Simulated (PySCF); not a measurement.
A structure optimised at B3LYP-D3(BJ)/def2-SVP, used in a PySCF frequency run:

```
Si
H 1 1.4836
H 1 1.4836 2 112.66
C 1 1.9425 2 117.02 3 -139.94
O 4 1.1852 1 143.93 2 69.10
O 4 1.4131 5 123.07 1 180.00
C 6 1.4131 4 104.03 5 180.00
O 7 1.1852 6 123.07 4 180.00
```
Charge 0, spin multiplicity 1.

Problem. Write its SMILES, formula and point group.

Solution. O=C1OC(=O)[SiH2]1, C2H2O3Si, C2v

Problem. What are its rotational constants (standard atomic weights)?

Solution. 5.1851, 2.6232, 1.7796 GHz
